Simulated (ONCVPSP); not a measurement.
Configuration tests for Ne (Z = 10) (ONCV)

Ne (Z = 10), optimised norm-conserving Vanderbilt (ONCV), made with ONCVPSP 4.0.1 (PBEsol, scalar-relativistic). Core [He], reference 2s2 2p4 (charge +2). Waves: 2s: rc 0.55 bohr, ncon 3, nbas 6, qcut 9.9 1/bohr, 2 projectors, debl 2.5 Ha; 2p: rc 1.45 bohr, ncon 4, nbas 7, qcut 7.5 1/bohr, 1 projector. Local part: polynomial inside 0.45 bohr (lpopt 5, dvloc0 3 Ha). Core correction: Teter function fitted to the true core (icmod 2), fcfact 0.55.

In the s channel the program set the typed energies aside and used -2.862, 0.250 Ha.

Energies are relative to the spin-unpolarised reference configuration 2s2 2p4; without spin polarisation the order of configurations can differ from experiment.

```tsv
valence configuration	charge	ΔE all-electron (eV)	error AE − PS (meV)
2s2 2p5	+1	-43.161	+225
2s2 2p3	+3	67.286	+487
2s1 2p6	+1	-19.890	+699
```

What are ΔE and the potential's error for 2s2 2p6?

ΔE = -65.559 eV all-electron; the error (AE − PS) is +525 meV.

Levels in the configuration 2s2 2p6:

```tsv
level	all-electron (eV)	pseudo (eV)
2s	-36.200	-35.761
2p	-13.271	-13.480
```
